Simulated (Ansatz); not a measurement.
A run for Ansatz (a program for electronic structure): R-r2SCAN/def2-TZVPP on F3In (SMILES [F][In]([F])[F]), atoms moved off the minimum. Elements past Kr take the def2 small-core potentials; no spin–orbit coupling.

Ansatz 0.2 input:
```yaml
crystal:
  periodic: [false, false, false]
  atoms:
    - {symbol: In, position_ang: [-0.09943511, 0.03234878, 0.06807351]}
    - {symbol: F, position_ang: [-1.69789270, -1.11323472, -0.11401766]}
    - {symbol: F, position_ang: [-0.02981482, 1.81130163, -0.71167143]}
    - {symbol: F, position_ang: [1.63724600, -0.73925814, 0.72122324]}
basis:
  gaussian:
    orbitals: def2-TZVPP
hamiltonian:
  xc: {name: r2SCAN}
scf: {lower_state_search: off}
output: {forces: true}
```

Output:

```
WARN ansatz: RAYON_NUM_THREADS=6 ignored (pool sized by the plan → 6); use --threads N
Functional definition: r2SCAN
these checks for a lower state are left out or cut short: stability, starts, cluster_reference, orbital_swaps, neighbouring_geometries, increment
integrals: 0.05 GiB planned
856 factors; their error is unknown
mean field: 0.44 GiB planned
mean field evaluation 1: about -13320.1583 eV, gradient 7.4e1 eV
mean field evaluation 2: about -13261.6311 eV, gradient 2.0e2 eV
mean field evaluation 4: about -13328.2713 eV, gradient 1.8e1 eV
mean field evaluation 8: about -13328.8157 eV, gradient 5.7e-2 eV
mean field evaluation 16: about -13328.8164 eV, gradient 3.7e-5 eV
mean field -13328.81636177 eV, -489.8249666987 hartree, gradient 8.1e-6 eV, S^2 0.000000; 0 other end points of the search recorded, 0 dependent functions left out
the calculation of the forces begins
reference -13328.81638439 eV, -489.8249675300 hartree; 24, 24 occupied and 119, 119 virtual orbitals, 856 factors
Total energy: -13328.81638439 eV, -489.8249675300 hartree
Atom 0 at    -0.099435     0.032349     0.068074 Å, force     0.628332    -0.862006    -0.068094 eV/Å
Atom 1 at    -1.697893    -1.113235    -0.114018 Å, force     0.887770     0.680727     0.200906 eV/Å
Atom 2 at    -0.029815     1.811302    -0.711671 Å, force    -0.078340    -0.435677     0.292643 eV/Å
Atom 3 at     1.637246    -0.739258     0.721223 Å, force    -1.437762     0.616955    -0.425454 eV/Å
Dipole moment:    -0.114012     0.078939     0.131444 e Å
Checks for a lower state left out: stability, starts, cluster_reference, orbital_swaps, neighbouring_geometries, increment
```

The run converged.

Cost: around 4 core-seconds (rough).
